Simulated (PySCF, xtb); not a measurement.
Si(AsH2)(F)(OH)2 (AsFH₄O₂Si), SMILES O[Si](O)(F)[AsH2].

GFN2-xTB (xtb) at its own geometry gives an orbital gap of 5.49 eV and a dipole moment of 1.74 D.

The structure is a stationary point at B3LYP-D3(BJ)/def2-SVP. The structure was generated by enumeration, and PubChem lists no compound with its InChIKey, so it may never have been made. Other conformers were not sampled.

Task: What does PBE/def2-TZVP in PySCF give? (An estimate is asked for; the answer gives what the named calculation found.)

Result: gap 6.00 eV (levels -6.68 and -0.68 eV), dipole 1.25 D.
